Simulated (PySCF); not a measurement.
C7H12BN.
Geometry (PBE0-D3(BJ)/def2-SVP, Å), atoms numbered from 1 in this order:
```
atom  x, y, z in Å
N1    -3.8269    1.2528    0.4977
C2    -3.1235    0.3327    0.4902
C3    -2.1993   -0.7853    0.4804
B4    -0.6619   -0.4174    0.2868
C5    -0.2029    1.0061   -0.1626
C6     1.2043    1.0758   -0.7585
C7     2.1998    0.1912   -0.0137
C8     1.7823   -1.2766   -0.0145
C9     0.4211   -1.4921    0.6508
H10   -2.3491   -1.4086    1.3781
H11   -2.4459   -1.4459   -0.3732
H12   -0.9547    1.5273   -0.7781
H13   -0.2304    1.5623    0.8027
H14    1.5664    2.1164   -0.7840
H15    1.1643    0.7478   -1.8127
H16    3.2001    0.2942   -0.4644
H17    2.2976    0.5443    1.0300
H18    1.7350   -1.6288   -1.0606
H19    2.5563   -1.8915    0.4734
H20    0.5252   -1.3550    1.7502
H21    0.0594   -2.5288    0.5407
```

Computed with PySCF at PBE0/pcSseg-1, non-relativistic, on one gas-phase PBE0-D3(BJ)/def2-SVP geometry that isn't relaxed in the solvent. The solvent is an IEF-PCM continuum (cavity from Bondi-type radii × 1.2). Only the electrostatic response of the medium enters.

| run | E − E(gas) (kcal/mol) | HOMO (eV) | HOMO–LUMO gap (eV) | dipole (D) |
| --- | --- | --- | --- | --- |
| gas | 0.00 | -8.27 | 7.36 | 4.36 |
| P | -7.17 | -7.92 | 7.43 | 5.55 |
| Q | -5.20 | -8.00 | 7.40 | 5.22 |

Q: The runs were made in acetonitrile and chloroform. Which run belongs to which solvent?

A: P = acetonitrile, Q = chloroform. The dielectric constants are 4.711 (chloroform), 35.69 (acetonitrile), and the energy falls further as ε rises. In this model the ground state sees the solvent through ε alone.

Q: How constant is the ratio of the lowering to (ε − 1)/(2ε + 1)?

A: 
```json
{"solvent": "chloroform", "(ε − 1)/(2ε + 1)": "0.356", "E − E(gas) (kcal/mol)": "-5.20", "ratio (kcal/mol)": "-14.6", "polarisation term (kcal/mol)": "-6.08"}
{"solvent": "acetonitrile", "(ε − 1)/(2ε + 1)": "0.479", "E − E(gas) (kcal/mol)": "-7.17", "ratio (kcal/mol)": "-15.0", "polarisation term (kcal/mol)": "-8.88"}
```

The ratio changes by +2.4 % in size from chloroform to acetonitrile. The polarisation term is half the interaction of the solute with the induced surface charges.

Time: 2.1 min wall, 1.9 min CPU; peak memory 1.2 GiB. Hardware: one thread, Intel Xeon at 2.50 GHz (x86_64), shared host. This is the whole shielding run at PBE0/pcSseg-1 in acetonitrile, SCF included.
